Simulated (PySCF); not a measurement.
Simulated absorption spectrum

Compound: CH₆BOP.
Structure used (PBE0-D3(BJ)/def2-SVP), in Å, numbered top down from 1:
```
atom  x, y, z in Å
C1    -1.4091    0.4212    0.3622
O2    -0.8669   -0.7174   -0.2590
B3     0.4505   -0.9180   -0.4348
P4     1.8145    0.2660    0.2434
H5    -0.8714    0.6707    1.2931
H6    -1.3710    1.2933   -0.3111
H7    -2.4601    0.2149    0.6070
H8     0.7674   -1.9611   -0.9604
H9     1.2945    1.5075   -0.2270
H10    2.7412    0.0713   -0.8177
```

Method used: PySCF 2.14.0, density-fitted response routines, TDDFT PBE0/def2-SVPD, vertical, gas phase, core orbitals frozen in the response.

Broadening: Gaussians 0.5 eV wide at half height, area fixed by f = 4.319×10⁻⁹ ∫ε dν̃. The cross-section is σ = 3.8235×10⁻²¹ ε cm², given in Mb (10⁻¹⁸ cm²). The width is an assumption, not a result. The curve ends short of the highest state used, and states not computed would add to its high-energy end.

λ (nm), σ (Mb) and a bar:
```
    166.7      19.93 #######################
    169.6       9.95 ###########
    172.4       5.72 ######
    175.2       6.91 ########
    178.0      12.44 ##############
    180.9      19.99 #######################
    183.7      25.40 #############################
    186.5      26.54 ##############################
    189.3      23.58 ###########################
    192.2      18.27 #####################
    195.0      13.00 ###############
    197.8       8.63 ##########
    200.6       5.37 ######
    203.5       3.08 ###
    206.3       1.78 ##
    209.1       1.25 #
    212.0       1.46 ##
    214.8       2.33 ###
    217.6       3.75 ####
    220.4       5.50 ######
    223.3       7.25 ########
    226.1       8.45 ##########
    228.9       8.88 ##########
    231.7       8.46 ##########
    234.6       7.31 ########
    237.4       5.83 #######
    240.2       4.30 #####
    243.0       2.95 ###
    245.9       1.86 ##
    248.7       1.12 #
    251.5       0.64 #
    254.3       0.34 
    257.2       0.17 
    260.0       0.08 
    262.8       0.04 
    265.7       0.02
```

Question: Where are the band maxima, and which computed states make them?

Answer: 229 nm (5.42 eV), ε about 2300, made up of S1 (100%); 186 nm (6.67 eV), ε about 7000, made up of S3 (31%) and S4 (64%) (ε in L mol⁻¹ cm⁻¹; maxima over ε = 5, shares over 10%). At its high-energy end, 7.44 eV, the curve is still rising (ε about 5300, from S5, S6 and S7). The states used: S1 5.42 eV (f 0.043); S2 6.34 eV (f 0.022); S3 6.59 eV (f 0.043); S4 6.74 eV (f 0.087); S5 7.54 eV (f 0.042); S6 7.62 eV (f 0.042); S7 7.79 eV (f 0.096); S8 7.92 eV (f 0.015); S9 7.96 eV (f 0.100); S10 8.04 eV (f 0.025).

Question: On this curve, what absorbance would a 10⁻⁴ mol/L sample give at 248 nm over a 1 cm path?

Answer: 248 nm is 4.999 eV, where ε is about 330 L mol⁻¹ cm⁻¹, so A = ε c l ≈ 0.033 (Beer–Lambert, with the gas-phase spectrum and the assumed width).

Question: What would ε be at 6.67 eV, the highest of these maxima, with half the width (0.25 eV)?

Answer: About 11100 L mol⁻¹ cm⁻¹ against 6980, a factor of about 1.6; a lone state at its own centre would give exactly 2.

Question: Coming from long wavelengths, where does ε first pass 100 L mol⁻¹ cm⁻¹?

Answer: At about 254 nm (4.89 eV), 0.53 eV below S1.

The vertical ionisation energy (ΔSCF) is 9.41 eV, 1.37 eV above S10.

Time: 17 s. Hardware: an Arm Neoverse V2 with one thread, on a shared host.

One conformer stands for the species.
